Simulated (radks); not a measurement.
The numbers below are computed, except where a source is named.
Excited configurations of the antimony ion Sb+: one electron is placed in a higher orbital outside [Kr] 4d10 5s2 5p1. The ground configuration is [Kr] 4d10 5s2 5p2. Level of theory: scalar-relativistic Kohn-Sham, r2SCAN, spin-polarised, spherical densities, finite nucleus; open shells are filled with parallel spins first (spin-orbit coupling, left out, can overturn this in heavy ions); meta-GGA in the generalised Kohn-Sham scheme; Fermi nuclear charge, rms radius 4.6802 fm (a radial shooting solver on a logarithmic mesh with Libxc functionals). Excitation = E - E(ground); binding = E(ion) - E, where the ion is the core of charge +2; n* = 2/sqrt(2 binding) in atomic units, and the quantum defect is n - n*.

[
 {"outer orbital": "4f", "excitation (eV)": "13.244", "binding (eV)": "3.517", "n*": "3.934", "quantum defect": "0.066", "eigenvalue (eV)": "-2.452", "<r> (bohr)": "8.310"},
 {"outer orbital": "5f", "excitation (eV)": "14.385", "binding (eV)": "2.376", "n*": "4.786", "quantum defect": "0.214", "eigenvalue (eV)": "-1.790", "<r> (bohr)": "14.27"},
 {"outer orbital": "6p", "excitation (eV)": "10.614", "binding (eV)": "6.147", "n*": "2.975", "quantum defect": "3.025", "eigenvalue (eV)": "-4.907", "<r> (bohr)": "6.482"},
 {"outer orbital": "6f", "excitation (eV)": "15.075", "binding (eV)": "1.687", "n*": "5.681", "quantum defect": "0.319", "eigenvalue (eV)": "-1.316", "<r> (bohr)": "21.78"},
 {"outer orbital": "7p", "excitation (eV)": "13.301", "binding (eV)": "3.460", "n*": "3.966", "quantum defect": "3.034", "eigenvalue (eV)": "-2.794", "<r> (bohr)": "11.74"},
 {"outer orbital": "7f", "excitation (eV)": "15.510", "binding (eV)": "1.251", "n*": "6.596", "quantum defect": "0.404", "eigenvalue (eV)": "-0.995", "<r> (bohr)": "30.70"}
]

The Delta-SCF ionisation energy is 16.761 eV (NIST Atomic Spectra Database: 16.63 eV, measured). Self-interaction in the functional shifts the binding energies and quantum defects, so they are the method's values and not measured ones. Open shells are spherical and high-spin; term and fine-structure splittings are not resolved. Spin-orbit splitting is averaged out at the scalar-relativistic level.
